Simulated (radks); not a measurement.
Results of a calculation; reference values are marked as such.
Spherical quantum dot in the effective-mass picture: electrons in a well V = -V0 / (1 + exp((r - R)/a)) with V0 = 53.2, R = 1.32, a = 0.15, with a point charge +2 (a donor) at the centre, all in effective atomic units (hartree* = m*/eps^2 hartree, bohr* = eps/m* bohr), one dielectric constant everywhere. Level of theory: non-relativistic Kohn-Sham, LDA (Slater exchange, Perdew-Wang correlation), spin-polarised, spherical densities (a radial shooting solver with Libxc functionals). Levels are named by radial order and angular momentum (1s, 1p, 1d, 2s, ...), and open shells are averaged over m. Results are scaled to m* = 0.177 and eps = 7.3, for which hartree* = 90.38 meV and bohr* = 2.182 nm. Each electron was tried in the lowest free levels, single moves between levels near the top were tried too, and the lowest total energy was kept; such a search can miss a lower state. At N = 1 the Hartree and exchange-correlation terms need not cancel, so that row can carry a self-interaction error.

N	open shells	2S	E (meV)	mu = E(N) - E(N-1) (meV)	addition energy mu(N+1) - mu(N) (meV)	e(HOMO) (meV)	rms radius (nm)
1	1s(up 1, down 0)	1	-4869.70	-4869.7	160.9	-4808.9	1.147
2	none	0	-9578.54	-4708.8	559.2	-4649.2	1.190
3	1p(up 1, down 0)	1	-13728.1	-4149.6	98.85	-4101.0	1.350
4	1p(up 2, down 0)	2	-17778.9	-4050.7	101.9	-4000.0	1.431
5	1p(up 3, down 0)	3	-21727.7	-3948.8	133.4	-3897.5	1.482
6	1p(up 3, down 1)	2	-25543.2	-3815.4	96.17	-3768.0	1.522
7	1p(up 3, down 2)	1	-29262.4	-3719.3	98.66	-3670.2	1.552
8	none	0	-32883.1	-3620.6	481.2	-3570.9	1.578
9	1d(up 1, down 0)	1	-36022.5	-3139.4	89.76	-3094.6	1.620
10	1d(up 2, down 0)	2	-39072.1	-3049.6	90.28	-3004.6	1.655
11	1d(up 3, down 0)	3	-42031.5	-2959.4	90.50	-2914.1	1.684
12	1d(up 4, down 0)	4	-44900.3	-2868.9	90.56	-2823.6	1.709
13	1d(up 5, down 0)	5	-47678.6	-2778.3	107.9	-2733.0	1.731
14	1d(up 5, down 0) 2s(up 1, down 0)	6	-50349.0	-2670.4	104.4	-2617.7	1.740
15	1d(up 5, down 1) 2s(up 1, down 0)	5	-52915.0	-2566.0	81.44	-2522.5	1.759
16	1d(up 5, down 3)	2	-55399.5	-2484.5	87.06	-2441.6	1.785
17	1d(up 5, down 4)	1	-57797.0	-2397.5	88.35	-2353.3	1.800
18	none	0	-60106.1	-2309.1	111.6	-2264.9	1.814
19	2s(up 1, down 0)	1	-62303.6	-2197.5	118.3	-2145.8	1.820
20	none	0	-64382.8	-2079.2	434.0	-2027.1	1.825
21	1f(up 1, down 0)	1	-66028.1	-1645.3	82.72	-1603.9	1.843
22	1f(up 2, down 0)	2	-67590.6	-1562.5	82.74	-1521.2	1.859
23	1f(up 3, down 0)	3	-69070.4	-1479.8	82.71	-1438.4	1.875
24	1f(up 4, down 0)	4	-70467.5	-1397.1	82.65	-1355.8	1.890
25	1f(up 5, down 0)	5	-71781.9	-1314.4	82.56	-1273.1	1.903
26	1f(up 6, down 0)	6	-73013.8	-1231.9	82.46	-1190.6	1.916
27	1f(up 7, down 0)	7	-74163.2	-1149.4	-	-1108.2	1.928

All shells are closed at N = 2, 8, 18, 20 (there: 1s2 1p6 1d10 2s2); the second difference of the energy has clear peaks (12 % above both neighbours; the first and last values, which can be the largest, are not judged, and half-filled shells can peak too) at N = 2, 5, 8, 20.
